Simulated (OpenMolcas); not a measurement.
An atom or ion with 71 electrons was computed by MS-CASPT2, IPEA 0.25 Eh, imaginary shift 0.1 Eh with spin-orbit coupling (OpenMolcas, ANO-RCC-VTZP, DKH2). The lowest levels that the run gave, each within 12 % of the measured value where one is at hand:

```json
{"J": "3/2", "Parity": "even", "E (eV)": "0.0000", "g": "0.491"}
{"J": "5/2", "Parity": "even", "E (eV)": "0.812", "g": "1.038"}
{"J": "7/2", "Parity": "even", "E (eV)": "1.448", "g": "1.190"}
{"J": "3/2", "Parity": "even", "E (eV)": "1.838", "g": "1.376"}
{"J": "9/2", "Parity": "even", "E (eV)": "1.857", "g": "1.216"}
{"J": "1/2", "Parity": "even", "E (eV)": "2.153", "g": "2.016"}
{"J": "7/2", "Parity": "even", "E (eV)": "2.907", "g": "0.949"}
{"J": "9/2", "Parity": "even", "E (eV)": "3.065", "g": "1.072"}
{"J": "5/2", "Parity": "even", "E (eV)": "3.165", "g": "1.552"}
{"J": "3/2", "Parity": "even", "E (eV)": "3.555", "g": "1.201"}
{"J": "1/2", "Parity": "even", "E (eV)": "3.681", "g": "1.320"}
{"J": "11/2", "Parity": "even", "E (eV)": "4.108", "g": "1.091"}
```

Q: Which ion is it, and what are the configurations and terms?

A: Os VI (Z = 76, charge +5; active space 3 electrons in 5 orbitals (5d)). J, parity and g give the terms where levels are pure, and mixed ones are named by the computed weights; the size of the splittings, set against known spectra of the 71-electron sequence, gives the charge. In order, with the measured energies in eV (the list in Brasseur, Palmeri and Quinet, Atoms 13, 11 (2025)): 5d3 4F 3/2, 5d3 4F 5/2 (0.7932), 5d3 4F 7/2 (1.4189), 5d3 4P 3/2 [45 %], 5d3 4F 9/2 [57 %] (1.8199), 5d3 4P 1/2 [67 %] (2.0795), 5d3 2G 7/2 (2.8417), 5d3 2H 9/2 [56 %] (2.9791), 5d3 4P 5/2 (3.0783), 5d3 2D 3/2(1) [44 %], 5d3 2P 1/2 [67 %] (3.5782), 5d3 2H 11/2 (3.9868).

CASPT2 does not keep the components of a term degenerate, so their means are used; among the terms shown or strongly mixed into the levels shown the widest spread is 490 cm-1 (5d3 4F). Terms from blocks run as CI alone lack orbitals of their own. Computed and measured levels are paired by configuration, term and J; levels that our copy of the source lacks, or whose pairing is in doubt (as where it misses far off the trend of its configuration), stay unpaired and out of the deviations. Only configurations of the active space appear.

A share in square brackets marks a mixed level and gives the weight of the term that names it. A number in round brackets counts repeated terms of one configuration in the order of the reference energies.
